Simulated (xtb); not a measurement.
Cl (SMILES [Cl-]), charge -1, singlet; GFN2-xTB in xtb.

Here is a job for xtb.
```
$ xtb mol.xyz --gfn 2 --chrg -1 --ohess --json

# file mol.xyz
1

Cl     0.00000000     0.00000000     0.00000000
```

It wrote (shortened):

```
   ID    Z sym.   atoms
    1   17 Cl     1

           -------------------------------------------------
          |                Calculation Setup                |
           -------------------------------------------------

           -------------------------------------------------
          |                 G F N 2 - x T B                 |
           -------------------------------------------------

          ...................................................
          :                      SETUP                      :
          :.................................................:
          :  # basis functions                  10          :
          :  # atomic orbitals                   9          :
          :  # shells                            3          :
          :  # electrons                         8          :
          :  max. iterations                   250          :
          :  Hamiltonian                  GFN2-xTB          :
          :  restarted?                      false          :
          :  GBSA solvation                  false          :
          :  PC potential                    false          :
          :  electronic temp.          300.0000000     K    :
          :  accuracy                    1.0000000          :
          :  -> integral cutoff          0.2500000E+02      :
          :  -> integral neglect         0.1000000E-07      :
          :  -> SCF convergence          0.1000000E-05 Eh   :
          :  -> wf. convergence          0.1000000E-03 e    :
          :  Broyden damping             0.4000000          :
          :  net charge                         -1          :
          :  unpaired electrons                  0          :
          ...................................................

 iter      E             dE          RMSdq      gap      omega  full diag
   1     -4.7851340 -0.478513E+01  0.404E+00   13.48      13.5  T
   2     -4.7851340  0.000000E+00  0.323E+00   13.65      13.6  T
   3     -4.7851340  0.000000E+00  0.249E+00   13.82      13.8  T
   4     -4.7851340  0.000000E+00  0.199E+00   13.94      13.9  T
   5     -4.7851340  0.000000E+00  0.159E+00   14.04      14.0  T
   6     -4.7851340  0.000000E+00  0.127E+00   14.12      14.1  T
   7     -4.7851340  0.000000E+00  0.102E+00   14.19      14.2  T
   8     -4.7851340  0.000000E+00  0.816E-01   14.24      14.2  T
   9     -4.7851340  0.000000E+00  0.652E-01   14.29      14.3  T
  10     -4.7851340  0.000000E+00  0.522E-01   14.32      14.3  T
  11     -4.7851340  0.000000E+00  0.418E-01   14.35      14.4  T
  12     -4.7851340  0.000000E+00  0.334E-01   14.38      14.4  T
  13     -4.7851340  0.000000E+00  0.267E-01   14.40      14.4  T
  14     -4.7851340  0.000000E+00  0.214E-01   14.41      14.4  T
  15     -4.7851340  0.000000E+00  0.171E-01   14.42      14.4  T
  16     -4.7851340  0.000000E+00  0.137E-01   14.43      14.4  T
  17     -4.7851340  0.000000E+00  0.109E-01   14.44      14.4  T
  18     -4.7851340  0.000000E+00  0.876E-02   14.45      14.4  T
  19     -4.7851340  0.000000E+00  0.701E-02   14.45      14.5  T
  20     -4.7851340  0.000000E+00  0.560E-02   14.46      14.5  T
  21     -4.7851340  0.000000E+00  0.448E-02   14.46      14.5  T
  22     -4.7851340  0.000000E+00  0.359E-02   14.46      14.5  T
  23     -4.7851340  0.000000E+00  0.287E-02   14.46      14.5  T
  24     -4.7851340  0.000000E+00  0.230E-02   14.47      14.5  T
  25     -4.7851340  0.000000E+00  0.184E-02   14.47      14.5  T
  26     -4.7851340  0.000000E+00  0.147E-02   14.47      14.5  T
  27     -4.7851340  0.000000E+00  0.118E-02   14.47      14.5  T
  28     -4.7851340  0.000000E+00  0.940E-03   14.47      14.5  T
  29     -4.7851340  0.000000E+00  0.752E-03   14.47      14.5  T
  30     -4.7851340  0.000000E+00  0.602E-03   14.47      14.5  T
  31     -4.7851340  0.000000E+00  0.481E-03   14.47      14.5  T
  32     -4.7851340  0.000000E+00  0.385E-03   14.47      14.5  T
[...]
         :: total energy              -4.785133953761 Eh    ::
         :: total energy              -4.785133953761 Eh    ::
[...]
   full:        0.000       0.000       0.000       0.000       0.000       0.000

           -------------------------------------------------
          |               Frequency Printout                |
           -------------------------------------------------
 vibrational frequencies (cm⁻¹)
eigval :        0.17     0.17     0.17
 reduced masses (amu)
Molecule has the following symmetry elements: (i) (Cinf) (sigma)
It seems to be the Kh point group
   1:  0.00   2:  0.00   3:  0.00
 IR intensities (km·mol⁻¹)
   1:  0.00   2:  0.00   3:  0.00
 Raman intensities (Ä⁴*amu⁻¹)
   1:  0.00   2:  0.00   3:  0.00
 output can be read by thermo (or use thermo option).
 writing <g98.out> molden fake output.
 recommended (thermochemical) frequency scaling factor: 1.0
           -------------------------------------------------
          |             Thermodynamic Functions             |
           -------------------------------------------------

Kh  symmetry found (for desy threshold:  0.10E+00) used in thermo

          ...................................................
          :                      SETUP                      :
          :.................................................:
          :  # frequencies                           0      :
          :  # imaginary freq.                       0      :
          :  linear?                              true      :
          :  only rotor calc.                     true      :
          :  symmetry                               Kh      :
          :  rotational number                       1      :
          :  scaling factor                  1.0000000      :
          :  rotor cutoff                   50.0000000 cm⁻¹ :
          :  imag. cutoff                  -20.0000000 cm⁻¹ :
          :.................................................:

    mode    ω/cm⁻¹     T·S(HO)/kcal·mol⁻¹    T·S(FR)/kcal·mol⁻¹   T·S(vib)
   ------------------------------------------------------------------------
   ------------------------------------------------------------------------

   temp. (K)  partition function   enthalpy   heat capacity  entropy
                                   cal/mol     cal/K/mol   cal/K/mol   J/K/mol
 298.15  VIB   1.00                    0.000      0.000      0.000
         ROT   1.00                    0.000      0.000      0.000
         INT   1.00                    0.000      0.000      0.000
         TR   0.204E+27             1481.254      4.968     36.610
         TOT                        1481.2539     4.9681    36.6104   153.1780

       T/K    H(0)-H(T)+PV         H(T)/Eh          T*S/Eh         G(T)/Eh
   ------------------------------------------------------------------------
    298.15    0.236053E-02    0.236053E-02    0.173948E-01   -0.150343E-01
   ------------------------------------------------------------------------

         :::::::::::::::::::::::::::::::::::::::::::::::::::::
         ::                  THERMODYNAMIC                  ::
         :::::::::::::::::::::::::::::::::::::::::::::::::::::
         :: total free energy          -4.800168218137 Eh   ::
         ::.................................................::
         :: total energy               -4.785133953761 Eh   ::
         :: zero point energy           0.000000000000 Eh   ::
         :: G(RRHO) w/o ZPVE           -0.015034264376 Eh   ::
         :: G(RRHO) contrib.           -0.015034264376 Eh   ::
         :::::::::::::::::::::::::::::::::::::::::::::::::::::

optimized geometry written to: xtbopt.xyz

           -------------------------------------------------
          | TOTAL ENERGY               -4.785133953761 Eh   |
          | TOTAL ENTHALPY             -4.782773425381 Eh   |
          | TOTAL FREE ENERGY          -4.800168218137 Eh   |
          | GRADIENT NORM               0.000000000000 Eh/α |
          | HOMO-LUMO GAP              14.471667109038 eV   |
           -------------------------------------------------

normal termination of xtb
```
